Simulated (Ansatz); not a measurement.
Coupled-cluster diagnostics for the cluster Ga3⁺, Ansatz.

Geometry of the singlet (PBE-D4/def2-TZVP):

```xyz
3

Ga   -1.427   -0.414   -0.010
Ga    0.581    0.691   -1.180
Ga    0.846   -0.277    1.190
```

Correlated methods freeze 27 core orbitals; core or outer-core shells of Ga are correlated, in sets that lack core-valence functions. The structure comes from a short search, and lower isomers may exist.

Geometry of the charge 1 triplet (PBE-D4/def2-TZVP):

```xyz
3

Ga    0.512   -1.562    0.221
Ga    1.104    1.238   -0.037
Ga   -1.617    0.325   -0.184
```

Geometry of the charge 1 quintet (PBE-D4/def2-TZVP):

```xyz
3

Ga    1.367   -0.326   -1.949
Ga   -1.363    0.321    1.953
Ga   -0.005    0.005   -0.004
```

**Question.** Estimate the CCSD(T) correlation energy, the shares of MP2 and (T), T1 and the reference's ⟨S²⟩ for: charge 1, singlet, own geometry in def2-TZVPP; charge 1, triplet, own geometry in def2-TZVPP; charge 1, quintet, own geometry in def2-TZVPP; and the rough time on 4 threads of Arm Neoverse V1 on a shared host.

**Answer.** 
```csv
state,basis,correlation (eV),MP2 share (%),(T) share (%),T1,⟨S²⟩ (pure),wall time,remarks
"charge 1, singlet, own geometry",def2-TZVPP,-17.300,96.6,5.7,0.014,0.00 (0.00),54 s,restricted SCF unstable
"charge 1, triplet, own geometry",def2-TZVPP,-16.346,95.1,5.1,0.017,2.08 (2.00),18 s,–
"charge 1, quintet, own geometry",def2-TZVPP,-15.548,95.4,4.9,0.022,6.04 (6.00),29 s,–
```
Customary marks for T1 are 0.02 (closed shells), 0.045 (open shells) and about 0.05 (3d metals). T1 exceeds 0.02 in 1 of 3 rows and 0.045 in 0; the higher it lies, the less the single-reference result can be trusted.
